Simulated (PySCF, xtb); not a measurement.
H4SeSiTe, SMILES [SiH3][Te][SeH].

Coordinates come from a PBE-D3(BJ)/def2-SVP optimisation. The structure was generated by enumeration, and PubChem lists no compound with its InChIKey, so it may never have been made. The def2 effective core potentials stand for the cores of Te; spin–orbit coupling is left out. One conformer was computed; it need not be the lowest.

These are IEF-PCM-B3LYP/def2-SVP (PySCF) values and carry that method's errors.

The values are the electrostatic part of the solvation free energy, E(continuum) − E(gas) at the gas-phase geometry, in a cavity of scaled van der Waals radii (PySCF's table); cavitation and dispersion terms are not included. In vacuum the orbital gap is 4.03 eV. The dipole moment in vacuum is 0.90 D.

Problem. Estimate the values in water (ε = 78.36), ethylethanoate (ε = 5.99), toluene (ε = 2.37). (The exact figures need the calculation; the answer reports its results.)

Solution. 
| solvent | ε | ΔG(elec) (kcal/mol) | dipole (D) | gap (eV) |
|---|---|---|---|---|
| water | 78.36 | -1.9 | 1.32 | 4.12 |
| ethylethanoate | 5.99 | -1.4 | 1.20 | 4.10 |
| toluene | 2.37 | -0.9 | 1.07 | 4.07 |

For comparison, GFN2-xTB/ALPB(water) (xtb, at the GFN2-xTB geometry, all terms of that model) gives -3.1 kcal/mol.
